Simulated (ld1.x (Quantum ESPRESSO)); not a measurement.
# An all-electron radial function and its pseudo partner (Al (Z = 13))

Columns: radius, all-electron u(r) and pseudo u(r) of the 3p shell (level -5.71 eV) of aluminium in the configuration [Ne] 3s2 3p0.5; PBE, non-relativistic, TM scheme, ld1.x (Quantum ESPRESSO) 7.5.

| r (bohr) | all-electron | pseudo |
| --- | --- | --- |
| 0.130 | 0.1139 | -0.0043 |
| 0.260 | 0.2164 | -0.0170 |
| 0.390 | 0.2341 | -0.0378 |
| 0.520 | 0.1907 | -0.0661 |
| 0.650 | 0.1147 | -0.1012 |
| 0.780 | 0.0251 | -0.1421 |
| 0.910 | -0.0670 | -0.1877 |
| 1.040 | -0.1552 | -0.2366 |
| 1.170 | -0.2364 | -0.2873 |
| 1.300 | -0.3089 | -0.3383 |
| 1.430 | -0.3723 | -0.3877 |
| 1.560 | -0.4270 | -0.4340 |
| 1.690 | -0.4734 | -0.4758 |
| 1.820 | -0.5115 | -0.5118 |
| 1.950 | -0.5416 | -0.5413 |
| 2.080 | -0.5642 | -0.5640 |
| 2.210 | -0.5800 | -0.5799 |
| 2.340 | -0.5896 | -0.5896 |
| 2.470 | -0.5937 | -0.5937 |
| 2.600 | -0.5930 | -0.5930 |
| 2.730 | -0.5882 | -0.5882 |
| 2.860 | -0.5798 | -0.5798 |
| 2.990 | -0.5685 | -0.5685 |
| 3.120 | -0.5549 | -0.5549 |
| 3.250 | -0.5393 | -0.5393 |
| 3.380 | -0.5224 | -0.5224 |

Task: How many radial nodes do the two functions have?

Result: The all-electron 3p function has n − l − 1 = 1; the pseudo-wave has 0, since the states of the same l below it are removed with the core.

Task: Where does each function peak?

Result: Outermost all-electron maximum near 2.47 bohr, pseudo maximum near 2.47 bohr (to the table’s step).

Task: Is the pseudo-wave norm-conserving?

Result: Yes: the TM scheme keeps the norm inside the radius equal to the all-electron one, which fixes the energy derivative of the logarithmic derivative at the level.
